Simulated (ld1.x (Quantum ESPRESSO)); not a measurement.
## osmium, ultrasoft: configuration errors across variants

```json
{
 "Element": "osmium (Os)",
 "Generator": "ld1.x (Quantum ESPRESSO) 7.5",
 "Type": "ultrasoft",
 "Functional": "PBEsol",
 "Relativity": "scalar-relativistic",
 "Frozen core": "[Kr] 4d10",
 "Valence charge": "30",
 "Reference configuration": "4f14 5s2 5p6 5d6 6s1.75 6p0.25",
 "Partial waves": "5s (bound): rcut 1.30, rcutus 1.60 bohr; 6s (bound): rcut 1.30, rcutus 1.60 bohr; 5p (bound): rcut 1.55, rcutus 1.65 bohr; 6p (bound): rcut 1.55, rcutus 1.65 bohr; 5d (bound): rcut 1.85, rcutus 2.00 bohr; 5d channel at 1.4 Ry: rcut 1.85, rcutus 2.00 bohr; 4f (bound): rcut 0.40, rcutus 0.55 bohr; 4f channel at -3.5 Ry: rcut 0.40, rcutus 0.55 bohr",
 "Local potential": "all-electron potential smoothed inside 1.90 bohr (lloc = -1)",
 "Core correction": "Bessel-smoothed model core inside 0.40 bohr",
 "Augmentation charge": "built from norm-conserving waves at rcut, not smoothed further"
}
```

All-electron excitation energies from the reference (eV): (1) 4f14 5s2 5p6 5d6 6s2 6p0 -1.248; (2) 4f14 5s2 5p6 5d6 6s1 6p0 8.376; (3) 4f14 5s2 5p6 5d6 6s0 6p0 25.316; (4) 4f14 5s2 5p6 5d7 6s1 6p0 -0.920; (5) 4f14 5s2 5p6 5d6 6s0 6p2 9.304; (6) 4f14 5s2 5p6 5d6 6s1.5 6p0 2.689; (7) 4f14 5s1 5p6 5d6 6s2 6p0 97.040.

4 further variants failed, have other tests or another functional or relativity, and are left out.

The file “base” misses its own reference levels by 1.9 eV. The file “waves 5d (bound): rcut 1.85, rcutus 2.92 bohr; 5d channel at 1.4 Ry: rcut 1.85, rcutus 2.92 bohr” misses its own reference levels by 2.3 eV. The file “core correction Bessel-smoothed model core inside 0.68 bohr” misses its own reference levels by 1.8 eV.

Errors AE − PS in meV (a dash: test not solved or not reliable):

```csv
change,(1),(2),(3),(4),(5),(6),(7),bound ghosts
base,-288,+1301,+3799,+2008,+2176,+404,-1430,not determined
"waves 5d (bound): rcut 1.85, rcutus 2.92 bohr; 5d channel at 1.4 Ry: rcut 1.85, rcutus 2.92 bohr",-282,+1272,+3631,+1849,+2086,+398,-3117,not determined
"all radii but the core radius scaled by about 0.80 (s 1.28, p 1.32, d 1.60, f 0.44 bohr, rcut 1.04/1.24/1.48/0.32); local potential all-electron potential smoothed inside 1.52 bohr (lloc = -1)",+0.1,-2.7,-12,-7.2,-1.0,-0.7,-66,not determined
core correction Bessel-smoothed model core inside 0.68 bohr,-285,+1294,+3781,+2004,+2156,+402,-1432,not determined
```

(1) Give the same row for: local potential all-electron potential smoothed inside 1.60 bohr (lloc = -2).

## Answers

(1) -290, +1306, +3845, +2047, +2216, +402, -1339; bound ghosts: not determined.
